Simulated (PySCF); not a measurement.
**Correlation energy of Pt⁺ (platinum, charge +1)**

[Xe] 4f14 5d8 6p1, one real determinant (an excited configuration). Calculation: PySCF 2.14, in x2c-TZVPPall (11s7p7d3f1g, 97 functions); scalar relativity by spin-free X2C-1e. Frozen: [Kr] 4d10 4f14; 17 electrons correlated.

| level | correlation energy (mhartree) |
| --- | --- |
| CCSD | -436.85 |
| (T) | -13.68 |
| CCSD(T) | -450.53 |

Diagnostics: T1 = 0.012, D1 = 0.0558, largest double amplitude 0.052.

The real determinant used has ⟨L²⟩ near 14 against 20 for a pure G term, so it mixes terms. Spin-orbit coupling, absent here, splits the open shell strongly.

Cost of the coupled-cluster step: about 26 core-seconds, for 17 correlated electrons.

The basis was made for the ground configuration and has no added diffuse functions, which can raise the energy of the promoted electron.

The reference is one real determinant that mixes LS terms of this configuration.

This basis was not built for core-valence correlation, so the inner-shell part is incomplete.
